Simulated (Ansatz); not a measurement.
The N3–H4 bond of GeH3N (SMILES [NH2][GeH]) is stretched (multiplicity 1, the rest rigid).
Geometry at rest (charge 0, multiplicity 1):
```xyz
5

Ge    -0.142     0.240     0.312
H     -0.500     1.346    -0.797
N      0.516    -0.921    -0.939
H      0.559    -0.754    -1.932
H      0.885    -1.825    -0.685
```

Cores are frozen in the correlated methods. Filled d and f shells under p-block atoms count as core.

Run with Ansatz (Gaussian orbitals). Values without a source in brackets are computed.

Energies above the point at 1.008 Å (the B3LYP-D3(BJ) bond length), FIC-MRCISD+Q on CASSCF(2,2)/cc-pVTZ (kcal/mol): 6.48 at 0.907 Å; 4.52 at 1.109 Å; 116.87 at 3.227 Å.

Q: Take the last value as the depth D of a Morse curve D(1 − e^(−a(R − R₀)))², fit a and R₀ to the two near points, and test it at 1.361 and 1.765 Å.

A: 
With D = 116.9, both near points (counted from the curve's value at 1.008 Å) are met by a = 2.14 Å⁻¹ and R₀ = 1.006 Å, so k = 2Da² = 1068 kcal/(mol Å²). The curve then gives 33.0 and 75.2 kcal/mol; the level itself gives 33.8 and 80.0, so Morse is off by -0.7 and -4.8.

Ansatz is a first-principles code.
